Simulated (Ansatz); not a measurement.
A set of 12 reactions (hydrogenolysis), with CCSD(T)/CBS values in kJ/mol:

```
                                                 reaction      ΔE
                  `BO[SiH2]C#C` + H₂ → `C#C[SiH3]` + `BO`    67.1
                              `NCOCO` + H₂ → `COCN` + H₂O   -88.4
                `OB(O)[SiH2]F` + H₂ → `OB(O)[SiH3]` + H–F   110.7
               `[CH3][Ge][NH2]` + H₂ → `[CH3][GeH]` + NH₃    67.7
`[SeH][SiH]([SeH])[SeH]` + H₂ → H₂Se + `[SeH][SiH2][SeH]`    49.3
                          `BN(B)CC` + H₂ → `BN(B)C` + CH₄   -57.1
                          `CB(O)SCO` + H₂ → `OBSCO` + CH₄   -22.2
      `O[SiH](F)N[SiH2]F` + H₂ → `O[SiH](F)N[SiH3]` + H–F   131.3
                            `SB1CO1` + H₂ → `B1CO1` + H₂S    45.4
            `N=C([SiH3])[SiH3]` + H₂ → `N=C[SiH3]` + SiH₄   -30.2
                `B[C](=C)[SnH3]` + H₂ → `[SnH4]` + `BC=C`   -32.5
                      `OC#C[SeH]` + H₂ → `C#C[SeH]` + H₂O  -123.8
```

Program: Ansatz. Geometries: PBE0-D4/def2-TZVP. ΔE: electronic, gas phase. CBS: MP2 limit from def2 TZ/QZ plus the TZ coupled-cluster correction, frozen cores. This one scheme is used for every species. DFT in def2-TZVPP. B3LYP here is the variant with VWN-RPA as its local correlation; programs differ in this. def2 core potentials past Kr. For Ge, Se, Sn outer-core shells are correlated without core-valence functions, which leaves a few kJ/mol of doubt a bond. Scalar relativity is left out up to krypton. One conformer a species, not always the lowest.

Task: Give the mean, mean absolute and largest difference (level minus CCSD(T)/CBS, kJ/mol) for: PBE-D4, B3LYP-D4, ωB97X-V, ωB97M-V, B2PLYP, PBE, r2SCAN, B3LYP, SCS-MP2/def2-TZVPP, CCSD/def2-TZVPP, CCSD(T)/def2-TZVPP, HF/def2-QZVPP, MP2/CBS(def2), CCSD/CBS(def2). (An estimate is asked.)

Result: The calculation gave: 
```
             level   mean  mean absolute  largest
            PBE-D4    3.0            7.9     30.2
          B3LYP-D4    0.7            4.9     19.4
           ωB97X-V   -0.8            5.9     18.4
           ωB97M-V   -0.2            4.6     14.2
            B2PLYP   -2.9            6.3    -13.3
               PBE   -1.8            8.7     28.3
            r2SCAN    3.3            6.5     22.6
             B3LYP   -7.0           10.7    -22.8
SCS-MP2/def2-TZVPP   -0.2            2.7     -5.1
   CCSD/def2-TZVPP   -5.9            6.3    -13.8
CCSD(T)/def2-TZVPP   -1.7            3.2     -7.6
     HF/def2-QZVPP  -16.6           18.1    -36.9
     MP2/CBS(def2)    5.9            6.4     14.2
    CCSD/CBS(def2)   -4.2            4.2     -6.7
```

The largest T1 diagnostic in the set is 0.016, for `B1CO1` (customary mark 0.02).

CCSD(T)/CBS is a level of theory with its own doubt, and the functionals carry their triple-zeta basis error, so these figures describe this set and don't rank the functionals.
